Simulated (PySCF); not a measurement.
In(H)(Me)(Et) (C₃H₉In), SMILES C[CH2][InH][CH3]. Heavy atoms are numbered as in [InH:1]([CH3:3])[CH2:7][CH3:8]. Hydrogens are named by the atom that carries them.

Coordinates come from a r2SCAN-D4/def2-SVP optimisation. The structure was generated by enumeration; whether it is a known compound was not checked. The def2 effective core potentials stand for the cores of In; spin–orbit coupling is left out. Other conformers were not sampled.

Computed with PBE/def2-TZVP run with PySCF.

ESP charges are fitted to the potential on shells at 1.4 to 2.0 van der Waals radii. Atomic charges (e), one atom of each kind:

```tsv
atom	ESP fit	Löwdin	Mulliken
In1 (InH)	0.76	0.45	0.64
H on In1	-0.28	-0.09	…
C3 (CH3)	-0.87	-0.55	…
H on C3	0.17	0.12	…
C7 (CH2)	-0.18	-0.47	-0.49
C8 (CH3)	-0.16	-0.35	-0.33
H on C7	0.03	0.14	…
H on C8	0.03	0.12	0.12
```

Problem. Some entries are withheld; supply them. (The exact figures need the calculation; the answer reports its results.)

Solution. 
- H on In1, Mulliken: -0.13
- C3 (CH3), Mulliken: -0.67
- H on C3, Mulliken: 0.14
- H on C7, Mulliken: 0.12
